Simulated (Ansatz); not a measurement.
Species: CH5O2Si, net charge 0, doublet state. It need not be the lowest isomer of its formula. 
Geometry from a B3LYP-D3(BJ)/def2-TZVP (Ansatz, a program for electronic structure) optimisation:
SMILES: C[Si](O)O
```xyz
9

C     -1.6871    -0.3409     0.2131
Si     0.0357     0.0848    -0.3960
O      0.6992     1.3651     0.4347
O      0.9590    -1.2367    -0.0343
H     -2.3823     0.4794     0.0310
H     -1.6429    -0.5349     1.2885
H     -2.0620    -1.2332    -0.2897
H      0.5304     2.2482     0.0962
H      1.9140    -1.1286    -0.0631
```
Charge 0, spin multiplicity 2.

Parts of the frozen-core correlation energy in def2-TZVPP (Ansatz, hartree). Frozen orbitals: 8; correlated occupied orbitals by spin: 13 and 12; virtual: 184 and 185. UHF or UKS for open shells. No spin-orbit coupling. Non-relativistic.

| term | value |
|---|---|
| reference (HF) | -479.60982 |
| MP2 opposite-spin | -0.57395 |
| MP2 same-spin | ___ |
| CCSD correlation | ___ |
| (T) | ___ |
| T1 diagnostic | 0.014 |
| largest doubles amplitude | 0.016 |
| <S^2> of the reference | 0.754 |

Task: Complete the blanks.

Result: 
- MP2 same-spin, value: -0.18582
- CCSD correlation, value: -0.78482
- (T), value: -0.02850
